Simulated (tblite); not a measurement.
Compound: C₃H₇GeOSi (doublet state).
Atom-mapped SMILES: `[GeH3:1][O:2][C:3]1=[C:4][CH2:5][SiH2:6]1` (hydrogens: H7, H8, H9 on Ge1; H10, H11 on C5; H12, H13 on Si6)
Bond orders are those of one Lewis drawing.

Computed with GFN2-xTB (tblite), gas phase: L-BFGS steps from a force-field or distance-geometry start until the largest atomic force falls under 0.01 eV/Å.

Step 9: E = -478.2113 eV
```
atom  x, y, z in Å  |  force x, y, z in eV/Å
Ge1    -2.5418    0.1717   -0.7098    0.003   0.023   0.020
O2     -1.4018    0.3197    0.6327   -0.032  -0.002   0.006
C3     -0.0946    0.2693    0.2886   -0.032   0.039  -0.043
C4      0.6100    0.9118   -0.6321    0.038  -0.019  -0.033
C5      2.0261    0.4047   -0.6176    0.054   0.000  -0.017
Si6     1.4078   -0.8091    0.7425    0.073   0.077  -0.027
H7     -1.9384    0.9011   -1.8645   -0.050  -0.002  -0.043
H8     -2.6668   -1.3017   -0.9736   -0.052  -0.012  -0.087
H9     -3.8101    0.7676   -0.2002   -0.015  -0.008   0.064
H10     2.3261   -0.0174   -1.5738    0.000  -0.043  -0.011
H11     2.7639    1.1536   -0.3411   -0.024   0.053   0.039
H12     1.9408   -0.5751    2.0733    0.065  -0.036   0.107
H13     1.3745   -2.1957    0.2968   -0.028  -0.068   0.024
```

Step 10: E = -478.2131 eV
```
atom  x, y, z in Å  |  force x, y, z in eV/Å
Ge1    -2.5427    0.1723   -0.7093   -0.019   0.001   0.001
O2     -1.4010    0.3218    0.6323   -0.035  -0.015  -0.006
C3     -0.0938    0.2690    0.2879   -0.059   0.019  -0.001
C4      0.6113    0.9092   -0.6325    0.016   0.037  -0.083
C5      2.0266    0.4047   -0.6172    0.096   0.002  -0.039
Si6     1.4102   -0.8067    0.7429    0.073  -0.006   0.025
H7     -1.9399    0.9017   -1.8676   -0.065  -0.014  -0.014
H8     -2.6696   -1.3046   -0.9790   -0.044   0.047  -0.067
H9     -3.8130    0.7684   -0.1958    0.025  -0.026   0.046
H10     2.3280   -0.0160   -1.5733   -0.001  -0.059  -0.020
H11     2.7634    1.1549   -0.3430   -0.015   0.065   0.054
H12     1.9433   -0.5774    2.0769    0.050  -0.036   0.066
H13     1.3730   -2.1968    0.2988   -0.023  -0.016   0.036
```

**Question.** Estimate the geometry and energy of step 11. (The exact step hangs on the optimiser's Hessian estimate; all steps are aligned on step 10, rigid shifts and turns removed.)

**Answer.** E = -478.2149 eV, largest force 0.121 eV/Å
```
atom  x, y, z in Å  |  force x, y, z in eV/Å
Ge1    -2.5442    0.1730   -0.7089   -0.039  -0.019  -0.020
O2     -1.4012    0.3239    0.6317   -0.012  -0.026  -0.024
C3     -0.0938    0.2695    0.2868   -0.041   0.000   0.025
C4      0.6128    0.9066   -0.6339   -0.008   0.064  -0.102
C5      2.0288    0.4046   -0.6172    0.092   0.008  -0.042
Si6     1.4140   -0.8042    0.7439    0.052  -0.069   0.069
H7     -1.9428    0.9019   -1.8711   -0.077  -0.021   0.012
H8     -2.6734   -1.3066   -0.9861   -0.036   0.097  -0.045
H9     -3.8156    0.7687   -0.1902    0.056  -0.040   0.029
H10     2.3303   -0.0156   -1.5733    0.006  -0.065  -0.020
H11     2.7628    1.1577   -0.3442   -0.007   0.065   0.056
H12     1.9470   -0.5807    2.0820    0.031  -0.036   0.013
H13     1.3709   -2.1983    0.3017   -0.016   0.044   0.050
```

The energy changes by -0.0018 eV. The first-order estimate −F·Δx gives -0.0024 eV and the mean of the old and new forces, exact on a quadratic surface, -0.0018 eV. The step makes an angle of 54° with the force vector and moves no atom by more than 0.008 Å.

The cost below is that of the whole relaxation. Hardware: one thread, Arm Neoverse V2 (aarch64), on a shared host. Cost: 0.64 s wall.
